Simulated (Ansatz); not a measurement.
**A cut through the energy surface**

GeF$_{2}$ (SMILES [F][Ge][F]), closed shell, at its PBE0-D4/def2-TZVP minimum:

F1  (-0.676, -1.102, -0.498)
Ge2  (0.637, -0.295, 0.320)
F3  (0.028, 1.332, 0.164)
(Å)

The angle F1–Ge2–F3 (97.2° at the minimum) is set to the values below, F1, with anything bonded beyond it, turning rigidly in the plane of the angle. Each method's energies count from its own value at the PBE0-D4 minimum structure. Ansatz 0.2.0; basis: def2-TZVPP; cores frozen in the correlated methods. Filled d shells of the heavier atoms are correlated. The def2 sets are not built for correlating such inner shells, so the correlated values are less sure here.

CCSD(T) energies along the scan:
```json
{"angle (°)": "79.2", "CCSD(T) (kcal/mol)": "9.43"}
{"angle (°)": "83.7", "CCSD(T) (kcal/mol)": "4.85"}
{"angle (°)": "88.2", "CCSD(T) (kcal/mol)": "2.00"}
{"angle (°)": "92.7", "CCSD(T) (kcal/mol)": "0.47"}
{"angle (°)": "97.2", "CCSD(T) (kcal/mol)": "0.00"}
{"angle (°)": "101.7", "CCSD(T) (kcal/mol)": "0.41"}
{"angle (°)": "106.2", "CCSD(T) (kcal/mol)": "1.56"}
{"angle (°)": "110.7", "CCSD(T) (kcal/mol)": "3.35"}
{"angle (°)": "115.2", "CCSD(T) (kcal/mol)": "5.69"}
```
They count from the CCSD(T) energy at the PBE0-D4 minimum.

Largest difference from the CCSD(T) curve over the scan: PBE-D4 0.98; r2SCAN-D4 0.65; PBE0-D4 0.39; wB97M-V 0.57 kcal/mol. Each curve counts from its own value at the minimum.

The T1 diagnostic stays at or below 0.016.

For scale, one of the runs: CCSD(T)/def2-TZVPP, 110 basis functions (an equivalent command: `ansatz run in.yaml --threads 2`). Hardware: 2 CPU threads, shared host. Wall time about 7.5 s.
